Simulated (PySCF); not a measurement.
Input file for PySCF: R-HF/STO-3G on C3H4O2 (a complex), monomers drawn apart or pushed together.

```python
from pyscf import gto, scf, dft, mp
from pyscf.data.elements import chemcore

mol = gto.M(
    atom='''
    C    -0.59843565   -0.09265139   -0.06241815
    C     0.72115646    0.00542229    0.00956969
    H    -1.22991201    0.78381028   -0.14477628
    H    -1.09910985   -1.05316677   -0.04231906
    H     1.35262203   -0.87117569    0.09082696
    H     1.22190329    0.96588439   -0.01056249
    O    -0.16877978   -1.01747709    4.63759152
    C    -0.19765083    0.14054885    4.58242874
    O    -0.22772063    1.29930771    4.54789651
    ''',
    basis='sto-3g',
    charge=0, spin=0, verbose=3, max_memory=1800)
mf = scf.RHF(mol)
mf.conv_tol = 1e-8
mf.max_cycle = 100
mf.kernel()
if not mf.converged:
    mf = mf.newton().run(mf.mo_coeff, mf.mo_occ)
```

Predict the final total energy.

-262.1381 hartree.
